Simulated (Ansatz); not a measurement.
CH3BClFO (methoxychlorofluoroborane): the energy to break a bond

CH3BClFO has 8 atoms, charge 0, and is taken as a singlet. As SMILES, `COB(F)Cl`. The shape was relaxed beforehand at B3LYP/def2-SVP. This is one conformer, not always the lowest.

| atom | x (Å) | y (Å) | z (Å) |
| --- | --- | --- | --- |
| C | 0.6661 | -0.4195 | 0.8075 |
| O | -0.1212 | -0.6391 | -0.3486 |
| B | -0.7908 | 0.2684 | -1.0619 |
| F | -1.4706 | -0.1377 | -2.1217 |
| Cl | -0.8253 | 2.0038 | -0.6699 |
| H | 1.7127 | -0.6776 | 0.5832 |
| H | 0.3069 | -1.0817 | 1.6098 |
| H | 0.6143 | 0.6263 | 1.1457 |

Wanted: the dissociation energy of the F4–B3 bond into doublet F and doublet CH3BClO (shapes relaxed at B3LYP/def2-SVP, no zero-point term). 1 Eh = 2625.50 kJ/mol = 27.2114 eV. Totals in Eh; open shells run unrestricted unless said.

```tsv
level	program	CH3BClFO	doublet F	doublet CH3BClO
B3LYP/def2-SVP	Ansatz	-699.869261	-99.640474	-599.958964
wB97M-V/def2-SVP	Ansatz	-699.752662	-99.614309	-599.857855
MP2/def2-SVP, 9 core orbitals frozen	Ansatz	-698.646361	-99.422431	-598.951572
```

Work out the dissociation energy at each level.


1. B3LYP/def2-SVP: (-99.640474) + (-599.958964) − (-699.869261) = 0.269823 Eh = 708.4 kJ/mol = 7.34 eV.
2. wB97M-V/def2-SVP: (-99.614309) + (-599.857855) − (-699.752662) = 0.280498 Eh = 736.4 kJ/mol = 7.63 eV.
3. MP2/def2-SVP: (-99.422431) + (-598.951572) − (-698.646361) = 0.272358 Eh = 715.1 kJ/mol = 7.41 eV.

The levels span 708 to 736 kJ/mol; no measured value is set beside them. A bond enthalpy at 298 K also holds the loss of zero-point energy and thermal terms.
